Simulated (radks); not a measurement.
Species: Cu V. Configuration: [Ar] 3d7 (the NIST ground configuration). All-electron calculation, scalar-relativistic Kohn-Sham, SCAN, spin-unpolarised, spherical densities, finite nucleus; meta-GGA in the generalised Kohn-Sham scheme; Fermi nuclear charge, rms radius 3.8823 fm. Program: a radial shooting solver on a logarithmic mesh with Libxc functionals. Some entries of the table are withheld. Estimate them.

orbital  occ.  eigenvalue (eV)  <1/r> (bohr^-1)  <r> (bohr)
1s          2        -8950.279            29.15         (1)
2s          2        -1146.255            6.346      0.2348
2p          6        -997.2372              (2)      0.2064
3s          2        -188.1737            2.031      0.6982
3p          6        -143.2794            1.891      0.7253
3d          7              (3)            1.595      0.8032

Answer. 
(1) 1s <r> (bohr): 0.05215
(2) 2p <1/r> (bohr^-1): 6.211
(3) 3d eigenvalue (eV): -71.1121
